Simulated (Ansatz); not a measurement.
Cost and result for the atomization energy of CH₅ClN₂Si (`N/C(Cl)=N/[SiH3]`) (10 atoms, 9 bonds).

Z-matrix (Å, degrees):
```
Si
N 1 1.723
H 1 1.488 2 111.3
H 1 1.488 2 111.2 3 -121.6
H 1 1.483 2 107.6 3 119.2
C 2 1.244 1 130.3 3 60.5
Cl 6 1.797 2 124.1 1 -0.1
N 6 1.345 2 126.4 1 179.5
H 8 1.005 6 117.9 2 2.4
H 8 1.002 6 121.3 2 177.1
```

The species carries charge 0 and has multiplicity 1. The structure was optimised at the PBE0-D4/def2-TZVP level. It is one conformer, not always the lowest. Program: Ansatz. All runs use 4 threads of an AMD EPYC 7B13 on a shared host. Times are those of one run each, without the atoms' runs, and a repeat can differ threefold. Electronic energies, without spin–orbit coupling; frozen cores. CCSD(T)/CBS adds CCSD(T) − MP2 in def2-TZVPP to the MP2 limit, and its time is that of the two runs behind it. T1 = 0.013. HSE06 is the plane-wave form, built on full-range PBE exchange.

CCSD(T)/CBS is a level of theory with its own doubt, some kJ/mol a heavy atom from the limit and from the frozen cores, so smaller differences don't rank the functionals.

| level | functions | wall time |
| --- | --- | --- |
| revPBE-D4/def2-TZVPP | 247 | 1.7 s |
| BLYP-D4/def2-TZVPP | 247 | 1.8 s |
| BHLYP-D4/def2-TZVPP | 247 | 2.6 s |
| HSE06-D4/def2-TZVPP | 247 | 2.7 s |
| r2SCAN-D4/def2-TZVPP (with forces) | 247 | 3.4 s |
| CCSD(T)/def2-SVP | 103 | 3.4 s |
| PBE-QIDH/def2-TZVPP | 247 | 4.4 s |
| ωB97X-V/def2-TZVPP | 247 | 5.5 s |
| B97M-V/def2-TZVPP | 247 | 6 s |
| ωB97M-V/def2-TZVPP (with forces) | 247 | 8 s |
| MP2/def2-QZVPP | 461 | 15 s |
| CCSD(T)/def2-TZVPP | 247 | 87 s |
| CCSD(T)/CBS(def2) | – | 100 s |

(1) What atomization energy does each give, and how far from CCSD(T)/CBS? (Estimate.)

Answers

(1) Computed: 
```tsv
level	atomization (kJ/mol)	difference from CCSD(T)/CBS	per bond
revPBE-D4/def2-TZVPP	3495.0	27.1	3.0
BLYP-D4/def2-TZVPP	3519.5	51.6	5.7
BHLYP-D4/def2-TZVPP	3360.5	-107.4	-11.9
HSE06-D4/def2-TZVPP	3494.8	26.9	3.0
r2SCAN-D4/def2-TZVPP (with forces)	3484.6	16.7	1.9
CCSD(T)/def2-SVP	3208.3	-259.6	-28.8
PBE-QIDH/def2-TZVPP	3436.8	-31.1	-3.5
ωB97X-V/def2-TZVPP	3504.7	36.8	4.1
B97M-V/def2-TZVPP	3496.6	28.7	3.2
ωB97M-V/def2-TZVPP (with forces)	3500.1	32.2	3.6
MP2/def2-QZVPP	3490.3	22.4	2.5
CCSD(T)/def2-TZVPP	3348.0	-119.9	-13.3
CCSD(T)/CBS(def2)	3467.9	0.0	0.0
```

The D4 term adds +38.1 kJ/mol with B3LYP and +19.9 kJ/mol with PBE0; it sums over pairs of atoms, weighted by their polarisabilities, and B3LYP, whose exchange is more repulsive, gets the larger term. At CCSD(T), def2-SVP lies −259.6 kJ/mol from the extrapolated value and def2-TZVPP −119.9 kJ/mol: correlation converges slowly with the basis, and small sets miss more of it in the bonded molecule than in its fragments. In def2-TZVPP, CCSD(T) changes the Hartree–Fock value by +1015.3 kJ/mol (the triples alone add +71.4 kJ/mol) and MP2 by +1086.2 kJ/mol; breaking electron pairs costs correlation energy, which Hartree–Fock lacks.

B3LYP here is the variant with VWN-RPA as its local correlation; programs differ in this.
